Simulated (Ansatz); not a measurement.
`ClC(Br)(Br)Br`, relaxed with RKS PBE-D4/def2-SVP in Ansatz 0.2.0 from a rough embedded geometry. The force threshold is 0.03 eV/Å; the program also tests the step.

The species carries charge 0 and has multiplicity 1.

Start:

```xyz
5

Cl    0.298   -0.451   -1.750
C    -0.010    0.017   -0.010
Br   -1.552    1.254    0.100
Br    1.613    0.818    0.667
Br   -0.349   -1.638    0.993
```

Task: How much energy does the relaxation release, and in how many steps? (Estimate.)

Result: The calculation gave: 1.17 kcal/mol, in 3 steps.

Task: Which bonds change most? (Best estimate.)

Result: Ansatz gave: Cl1–C2 from 1.828 to 1.773 Å; C2–Br4 from 1.932 to 1.962 Å; C2–Br3 from 1.980 to 1.962 Å; C2–Br5 from 1.965 to 1.962 Å.

Task: Give the relaxed structure. (Best estimate.)

Result: Computed: 
```xyz
5

Cl    0.272   -0.438   -1.741
C     0.006   -0.010   -0.040
Br   -1.512    1.223    0.102
Br    1.612    0.855    0.683
Br   -0.377   -1.630    0.997
```
